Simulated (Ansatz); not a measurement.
The first iterations of a band of a periodic cell of 32 atoms, BH₁₁C₂₀ (surface C(100)-2x1, underside capped with H, adsorbate BH3, already come apart at the first end).

Method: DFT PBE, scalar-relativistic, plane waves, PAW in Ansatz 0.2.0. Settings: PAW set soft_1, cutoff 420 eV, k mesh 3x3x1, gaussian smearing 0.02 eV, no spin polarisation.

- movable images: 3
- climbing image: yes
- spring: 5.0 eV/Å²
- optimiser: quadratic models (default)
- start path: default
- force threshold: 0.2 eV/Å
- iteration limit: 43
- end points: relaxed
- atoms held: 1 to 16

Initial state:

```xyz
32
Lattice="5.0487 0.0000 0.0000 0.0000 5.0487 0.0000 0.0000 0.0000 15.1647" Properties=species:S:1:pos:R:3
H 2.160 0.000 1.000
H 0.365 0.000 1.000
H 4.684 0.000 1.000
H 2.889 0.000 1.000
H 2.160 2.524 1.000
H 0.365 2.524 1.000
H 4.684 2.524 1.000
H 2.889 2.524 1.000
C 1.262 0.000 1.635
C 3.787 0.000 1.635
C 1.262 2.524 1.635
C 3.787 2.524 1.635
C 1.262 1.262 2.527
C 3.787 1.262 2.527
C 1.262 3.787 2.527
C 3.787 3.787 2.527
C -0.022 1.262 3.347
C 2.546 1.262 3.347
C 0.000 3.786 3.506
C 2.524 3.786 3.506
C -0.009 0.088 4.347
C 2.534 0.088 4.347
C -0.012 2.439 4.348
C 2.536 2.439 4.348
C 1.262 0.563 5.027
C 3.787 0.430 5.174
C 1.262 1.953 5.006
C 3.787 2.108 5.202
B 3.788 2.535 6.701
H 4.827 2.691 7.285
H 3.787 5.027 6.178
H 2.750 2.666 7.291
```

Final state:

Only the atoms that move by more than 0.05 Å are listed.
```
B29 3.788 5.030 6.700
H30 3.784 2.547 6.178
H31 4.828 4.900 7.287
H32 2.752 4.867 7.287
```

| iteration | highest image above the first end (eV) | largest band force component (eV/Å) |
| --- | --- | --- |
| 1 | 4.463 | 7.329 |
| 2 | 4.002 | 1.807 |
| 3 | 3.775 | 0.982 |

**Question.** Does the band converge within its limit, and where does its top end?

**Answer.** It converged. It ended after 11 iterations with the highest image 1.959 eV above the first end. The threshold of 0.2 eV/Å is loose, so the images may lie well off the minimum-energy path. Neighbouring images differ by up to 1.2 eV, so the band resolves the path poorly. The order of the stationary point at the top wasn't checked. Limits of this set-up: thin slab, slab without dipole correction.

Time of the run: 4.7 min on 2 threads of Arm Neoverse V2, with other jobs on the host, peak memory 1 GiB.
